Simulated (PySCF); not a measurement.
## Ionisation energy of Cd⁺ by level of theory

Cd⁺ [Kr] 4d10 5s1 (2S) → Cd²⁺ [Kr] 4d10 (1S), as a difference of total energies. Calculation: PySCF 2.14, in def2-TZVPPD with the def2 core potential (28 electrons); a scalar-relativistic core potential. Correlated levels: valence: 4s2 4p6 frozen; valence and next inner shell: nothing frozen outside the core potential. The calculations carry no spin-orbit coupling.

```csv
method,ionisation energy (eV)
UHF,15.586
LDA,17.836
PBE,17.446
PBE0,17.094
r2SCAN,17.252
TPSSh,17.020
CAM-B3LYP,17.303
TPSS,17.136
r2SCAN0,17.027
MP2 (valence),16.702
SCS-MP2 (valence),16.522
MP2 (valence and next inner shell),16.843
SCS-MP2 (valence and next inner shell),16.624
```

Errors of the correlated levels include the incompleteness of this basis and the frozen core.

Q: Which method comes closest to the reference value, and which is furthest?

A: The reference is 16.908 eV (measured; NIST Atomic Spectra Database, ionization energies). Closest: MP2 (valence and next inner shell) (error -0.065 eV); furthest: UHF (error -1.322 eV).
